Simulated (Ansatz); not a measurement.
Geometry optimisation, Ansatz, RKS BHLYP-D4/def2-SVP.

Input:

```yaml
crystal:
  periodic: [false, false, false]
  atoms:
    - { symbol: B, position_ang: [-0.6141, 1.5012, 1.7445] }
    - { symbol: "N", position_ang: [-0.1266, 0.3407, 0.9695] }
    - { symbol: C, position_ang: [-0.2097, 0.2933, -0.471] }
    - { symbol: C, position_ang: [-0.85506, 1.27921, -1.09787] }
    - { symbol: C, position_ang: [-1.32469, 2.28842, -1.76935] }
    - { symbol: H, position_ang: [-0.6085, 1.5849, 2.9112] }
    - { symbol: H, position_ang: [-1.1101, 2.4626, 1.1568] }
    - { symbol: H, position_ang: [0.3284, -0.4302, 1.5083] }
    - { symbol: H, position_ang: [0.12318, -0.57433, -0.96584] }
    - { symbol: H, position_ang: [-1.40091, 2.24453, -2.80572] }
    - { symbol: H, position_ang: [-1.67535, 3.14537, -1.19195] }
basis:
  gaussian: { orbitals: def2-SVP }
hamiltonian:
  xc: { name: BHLYP }
  dispersion: d4
relax:
  f_tol: 0.015
  max_steps: 40
```

Launched with:

```bash
$ ansatz run input.yaml --threads 2 --pin off --max-ram 3072MiB --backend cpu --events-out ev --progress --plain --runs-dir out
```

Problem. Where does it end, and by what steps?

Solution. The forces met the threshold. The force dipped under the threshold on the way, but the program's further checks kept it going. After 26 steps the energy has fallen by 3.488 eV; H11 moved furthest, 1.43 Å.

```tsv
step	energy less start (eV)	largest force component (eV/Å)	accepted
0	0.0000	3.021	yes
1	-1.3690	1.532	yes
2	-2.1567	1.223	yes
3	-2.7365	1.162	yes
4	-3.1370	0.803	yes
5	-3.3298	0.782	yes
6	-3.4403	0.426	yes
7	-3.4571	0.271	yes
8	-3.4703	0.408	yes
9	-3.4775	0.264	yes
10	-3.4836	0.108	yes
11	-3.4834	0.080	no
12	-3.4847	0.060	yes
13	-3.4862	0.096	yes
14	-3.4648	0.448	no
15	-3.4871	0.091	yes
16	-3.4871	0.081	no
17	-3.4874	0.047	yes
18	-3.4879	0.006	yes
19	-3.4881	0.028	yes
20	-3.4872	0.138	no
21	-3.4883	0.009	yes
22	-3.4884	0.019	yes
23	-3.4884	0.032	no
24	-3.4885	0.018	yes
25	-3.4885	0.016	yes
26	-3.4885	0.012	yes
```

```xyz
11
Properties=species:S:1:pos:R:3
B -0.737 1.374 1.915
N -0.180 0.467 1.016
C -0.186 0.496 -0.388
C -0.745 1.394 -1.153
C -1.287 2.271 -1.944
H -0.613 1.150 3.086
H -1.317 2.338 1.508
H 0.303 -0.334 1.385
H 0.338 -0.332 -0.861
H -2.311 2.162 -2.298
H -0.740 3.151 -2.277
```

Whether the end is a true minimum wasn't checked by a vibrational analysis.

Run time: 76 s on 2 threads of Intel(R) Xeon(R) Platinum 8259CL CPU @ 2.50GHz (Skylake/Cascade Lake) (shared host), peak memory 0.22 GiB.
